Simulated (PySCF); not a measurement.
## Highest orbital energy against ionisation energy along group 13

Calculated with PySCF 2.14, no spin-orbit coupling. Each cell gives −ε(HOMO) / ΔSCF in eV; NIST values include spin-orbit coupling, (s) semi-empirical, (t) theoretical.

| species | UHF | LDA | PBE | PBE0 | r2SCAN | NIST (lowest levels) |
| --- | --- | --- | --- | --- | --- | --- |
| B²⁺ (aug-cc-pVQZ-DK, spin-free X2C) | 37.833 / 37.829 | 32.362 / 37.904 | 32.650 / 38.294 | 34.053 / 38.237 | 32.909 / 37.860 | 37.931 |
| Al²⁺ (aug-cc-pVQZ-DK, spin-free X2C) | 28.111 / 28.091 | 24.597 / 28.883 | 24.486 / 28.886 | 25.503 / 28.745 | 24.674 / 28.429 | 28.448 |
| Ga²⁺ (aug-cc-pVQZ-DK, spin-free X2C) | 29.749 / 29.636 | 26.982 / 31.878 | 26.648 / 31.559 | 27.574 / 31.172 | 27.016 / 31.289 | 30.726 |
| In²⁺ (aug-cc-pVQZ-DK3, spin-free X2C) | 26.778 / 26.627 | 24.517 / 28.951 | 24.119 / 28.544 | 24.958 / 28.194 | 24.344 / 28.212 | 28.044 |

Problem. How far is −ε(HOMO) from ΔSCF on average for each method, and why?

Solution. UHF 0.07 eV; LDA -4.79 eV; PBE -4.84 eV; PBE0 -3.56 eV; r2SCAN -4.21 eV. Hartree-Fock orbital energies lack relaxation and so exceed the ΔSCF value; semilocal functionals have convex E(N) from self-interaction, so their HOMO lies far too high; exact exchange moves hybrids part of the way back.
